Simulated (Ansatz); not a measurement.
`C[BH][Al]([OH])[InH2]`, relaxed with RKS PBE0-D4/def2-TZVP in the Gaussian-basis code of Ansatz from a GFN2-xTB geometry. The force threshold is 0.005 eV/Å; the program also tests the step.

Charge 0, multiplicity 1. In: def2 effective core potential.

Start:

```xyz
12

C     0.230    1.706    0.461
B     0.786    0.603    1.415
Al    0.747   -1.167    0.332
O     1.002   -2.788    0.489
In   -0.970   -0.570   -1.782
H     0.551    1.593   -0.592
H     0.389    2.739    0.764
H    -0.860    1.550    0.430
H     0.789    0.810    2.572
H     1.181   -3.717    0.592
H    -2.398    0.530   -1.249
H    -1.446   -1.288   -3.433
```

By how much does the energy fall, and how many steps does the optimiser take? (Estimate.)

Ansatz gave: 74.70 kJ/mol, in 41 steps, 1 of them rejected.

Which bonds change most? (An estimate is asked.)

Ansatz gave: In5–H11 from 1.881 to 1.741 Å; In5–H12 from 1.863 to 1.742 Å; Al3–In5 from 2.788 to 2.679 Å; B2–Al3 from 2.075 to 2.141 Å.

Give the relaxed structure. (An estimate is asked.)

Computed: 
```xyz
12

C     1.055    1.944    0.843
B     0.245    0.668    1.218
Al   -0.059   -1.036   -0.043
O     0.911   -2.441    0.091
In   -1.889   -1.351   -1.974
H     1.789    1.854    0.041
H     1.501    2.459    1.699
H     0.274    2.633    0.475
H    -0.349    0.718    2.267
H     1.618   -2.528    0.728
H    -3.472   -2.027   -1.711
H    -1.624   -0.893   -3.634
```
